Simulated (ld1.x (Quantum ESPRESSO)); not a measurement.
What one change does to a pseudopotential (Co, TM)

cobalt (Co), norm-conserving Troullier–Martins (Kleinman–Bylander form), made with ld1.x (Quantum ESPRESSO) 7.5 (PBE, scalar-relativistic). Core [Ar], reference 3d7 4s0 4p0 (charge +2). Waves: 4s (bound, empty): rc 1.65 bohr; 4p (bound, empty): rc 1.95 bohr; 3d (bound): rc 1.05 bohr. Local part: the d channel. Core correction: a·sin(br)/r model core inside 0.60 bohr.

Change: all radii but the core radius scaled by about 1.37 (s 2.26, p 2.68, d 1.44 bohr).

Cutoffs: the cutoffs (Ry, on a coarse ladder) from which the occupation-weighted sum of valence levels, in a spherical-Bessel basis at the reference potential, stays within 10 and 1 mRy of its value at 400 Ry; they do not see the model core or the augmentation charge, which bear on the density cutoff. Errors are all-electron minus pseudo energies relative to the spin-unpolarised reference configuration.

What does the change do?

The potential gets softer (180 Ry and 300 Ry → 120 Ry and 200 Ry); both files keep a bound ghost (p, s); of the 7 tests that both files solve, the error grows in 4 and shrinks in 0 by more than 15 % and 0.3 meV (median size 13.4 → 18.4 meV). A larger radius leaves more room for a smooth pseudo-wave, so fewer plane waves are needed. More of the atom is replaced by a form fitted at one configuration, so other configurations suffer.

| quantity | base | changed |
| --- | --- | --- |
| cutoff, loose | 180 Ry | 120 Ry |
| cutoff, tight | 300 Ry | 200 Ry |
| bound ghosts | s, p | s, p |
| error for 3d7 4s2 4p0, meV [ΔE -25.82 eV] | -18 | -26 |
| error for 3d7 4s1 4p0, meV [ΔE -16.79 eV] | -7.8 | -10 |
| error for 3d6 4s0 4p0, meV [ΔE 35.87 eV] | -270 | -290 |
| error for 3d7 4s1 4p1, meV [ΔE -21.47 eV] | -11 | -15 |
| error for 3d7 4s0 4p1, meV [ΔE -11.42 eV] | -3.8 | -4.1 |
| error for 3d7 4s1.5 4p0, meV [ΔE -22.21 eV] | -13 | -18 |
| error for 3d6 4s2 4p1, meV [ΔE -16.16 eV] | -410 | -455 |

 A true bound ghost makes a file unfit for plane-wave use even where its test errors are small: the radial tests pick states by their node count and pass the ghost by.
